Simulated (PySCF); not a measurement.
# One molecule, several mistakes: CF2H4Si

These are calculations, not measurements. They come from PySCF 2.14.0, an open-source quantum chemistry program, on an isolated molecule that a program drew, which may never have been made. The molecule is CF2H4Si (charge 0, singlet), drawn as the SMILES string `C[SiH](F)F`.

Each row is a Hartree-Fock (HF) and frozen-core CCSD(T) single point in the cc-pV(D+d)Z basis, meant for a local HF minimum. Run 1 is clean. Each other run has one planted mistake out of seven kinds, and not every kind appears here: one electron removed, one electron added, multiplicity raised by two, geometry at a saddle point, minimal basis STO-3G, one bond length entered in bohr, all coordinates scaled. The reference is restricted for singlets and unrestricted otherwise, and also for a bond in bohr. Adding or removing an electron swaps singlet and doublet. Electrons count all cores. HOMO and LUMO are orbital energies over both spins, the gradient is its largest component, and the lowest frequency (negative if imaginary) is given only where the gradient is small. Bond lengths are over the 7 bonds as drawn. T1 is the CCSD diagnostic: over 0.02 (restricted) or 0.045 (unrestricted) a single reference is doubtful.

Geometry of the clean run:
```xyz
8
CF2H4Si, angstrom
C     0.0460    2.4424   -0.1195
Si    0.0570    0.6568   -0.5799
F    -1.4008    0.0270   -0.3523
F     0.3744    0.5004   -2.1448
H    -0.6925    2.9884   -0.7113
H    -0.2015    2.5627    0.9383
H     1.0281    2.8886   -0.2959
H     1.0180   -0.1694    0.1537
```

```
run  electrons  basis functions  <S^2>  HOMO (eV)  LUMO (eV)  gradient (hartree/bohr)  lowest frequency (cm^-1)  mean bond (Å)  longest bond (Å)      T1  HF (hartree)  CCSD(T) (hartree)                          mistake
  1         42               85  0.000     -13.00       4.80                  3.0e-05                       142         1.3994             1.844  0.0111    -528.16142         -528.82001                         no fault
  2         42               85  0.000     -12.94       4.63                  2.5e-02                         -         1.4330             1.888  0.0117    -528.15690         -528.81939           all coordinates scaled
  3         43               85  0.753       4.24       9.71                  4.0e-02                         -         1.3994             1.844  0.0152    -527.99477         -528.67366               one electron added
  4         42               85  0.804      -9.94       1.96                  1.0e-02                         -         1.5855             2.767  0.0449    -528.03849         -528.69066  one bond length entered in bohr
  5         42               28  0.000     -10.06      13.21                  2.0e-02                         -         1.3994             1.844  0.0087    -521.47082         -521.62481                                ?
```

**Which mistake was planted in run 5, and what did it cost?**

It has 28 basis functions where the clean run has 85, with the same electrons and geometry. So the mistake is: minimal basis STO-3G. Subtracting run 1 and multiplying by 627.51 kcal/mol a hartree, the energy moved by 4198.4 kcal/mol in HF and 4515.1 kcal/mol in CCSD(T).

Cautions from the logs. Run 3: the HOMO is above zero, so the electron isn't bound and the energy depends on the basis.
